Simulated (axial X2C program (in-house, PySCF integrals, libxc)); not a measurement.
**Curves of HNiH⁺ from open-shell CI on d7 s0 p(π)0**

Calculated with an axial X2C code built on PySCF integrals: two-component X2C with atomic mean-field Coulomb and Gaunt terms, basis H dyall-v3z, Ni dyall-v3z (cores contracted in-house). Orbitals come from Hartree–Fock averaged over the configuration Ni d7 s0 p(π)0; CI then distributes these electrons over the d, s, p(π) shells of Ni.

Scan along the symmetric stretch (R is each bond); masses H 1.008 u, Ni 57.935 u, H 1.008 u. Energies in cm⁻¹ from the lowest point; levels are followed by energy order within each Ω. Lowest level at 1.569 Å: 100% d7.

```
R (Å)  (1)Ω=9/2  (1)Ω=7/2  (1)Ω=5/2  (1)Ω=3/2  (1)Ω=1/2  (2)Ω=3/2  (2)Ω=5/2
1.459      1290      1939      2583      3222      4010      4165      6884
1.514       153       801      1446      2088      2858      3020      5586
1.569         0       647      1293      1937      2703      2872      5294
1.632       766      1412      2058      2703      3451      3627      5923
1.695      2322      2966      3612      4260      4989      5172      7372
1.765      4746      5387      6034      6684      7393      7584      9717
1.851      8419      9057      9704     10358     11041     11242     13371
```

**Question.** Fit the curves (1)Ω=9/2, (1)Ω=7/2, (1)Ω=5/2, (1)Ω=3/2, (1)Ω=1/2, (2)Ω=3/2, (2)Ω=5/2 near their minima.

**Answer.** From the open-shell CI curves, Te from the lowest:

```json
{"level": "(1)Ω=9/2", "Te (cm⁻¹)": "0", "Re (Å)": "1.551", "ωe (cm⁻¹)": "2144.2"}
{"level": "(1)Ω=7/2", "Te (cm⁻¹)": "648", "Re (Å)": "1.551", "ωe (cm⁻¹)": "2143.5"}
{"level": "(1)Ω=5/2", "Te (cm⁻¹)": "1293", "Re (Å)": "1.551", "ωe (cm⁻¹)": "2143.5"}
{"level": "(1)Ω=3/2", "Te (cm⁻¹)": "1936", "Re (Å)": "1.551", "ωe (cm⁻¹)": "2144.0"}
{"level": "(1)Ω=1/2", "Te (cm⁻¹)": "2704", "Re (Å)": "1.551", "ωe (cm⁻¹)": "2130.2"}
{"level": "(2)Ω=3/2", "Te (cm⁻¹)": "2870", "Re (Å)": "1.551", "ωe (cm⁻¹)": "2131.7"}
{"level": "(2)Ω=5/2", "Te (cm⁻¹)": "5326", "Re (Å)": "1.560", "ωe (cm⁻¹)": "2129.8"}
```

Without dynamic correlation distances can be off by several hundredths of an Å (long for ionic bonds, short for multiple bonds) and the wavenumbers are rough.

The 7 lowest curves are shown; the next is (3)Ω=3/2, from 5669 cm⁻¹.

Dynamic correlation is missing, so gaps between terms are too wide and other configurations may lie lower; the lowest level listed is that of this model, not necessarily the ground state. For d shells the ligand-field splittings (σ, π, δ) and their order can be off by a thousand cm⁻¹ or more. At most 4 roots were kept for each Ω > 0 (twice that for Ω = 0) within 3.2 eV of the lowest, so higher up levels can be missing between those listed; levels with Ω > 0 are doubly degenerate and listed once, Ω = 0 levels singly. Some active spinors are only partly of the character that their shell is named for, so the shell names and counts are nominal. States that fill the shells left empty in the average are placed too high. The molecule was held linear; bending was not examined.
